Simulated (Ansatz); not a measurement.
`N[SiH](O)Cl` + `O[Si](O)(F)F` → `O[SiH](Cl)O[Si](O)(F)F` + NH₃  (ligand exchange at the Si–N bond)

Gas-phase electronic energies from Ansatz, PBE0-D4/def2-TZVP geometries. CCSD(T)/CBS adds triple-zeta CCSD(T) − MP2 to the extrapolated MP2 energy (def2 sets, frozen cores). This one scheme is used for every species. DFT in def2-TZVPP. Each species was taken in one conformer, which may not be the lowest.

```json
{"species": "`N[SiH](O)Cl`", "BLYP-D4 energy (Eh)": "-882.27478"}
{"species": "`O[Si](O)(F)F`", "BLYP-D4 energy (Eh)": "-641.22792"}
{"species": "`O[SiH](Cl)O[Si](O)(F)F`", "BLYP-D4 energy (Eh)": "-1466.96672"}
{"species": "NH₃", "BLYP-D4 energy (Eh)": "-56.56219"}
```

Question: Work out ΔE.

Answer: ΔE = (-1466.96672) + (-56.56219) − (-882.27478) − (-641.22792) = -0.02621 Eh = -68.8 kJ/mol. CCSD(T)/CBS gives -66.1 kJ/mol.

Largest T1 diagnostic among the species: 0.011.

Leaving LDA and LC-ωPBE aside and taking each functional with its dispersion term where it has one, the values, not all of them listed here, spread over 13.7 kJ/mol, from BHLYP-D4 to PBE-D4. At CCSD(T), def2-SVP lies −4.9 kJ/mol from the extrapolated value and def2-TZVPP −1.3 kJ/mol.
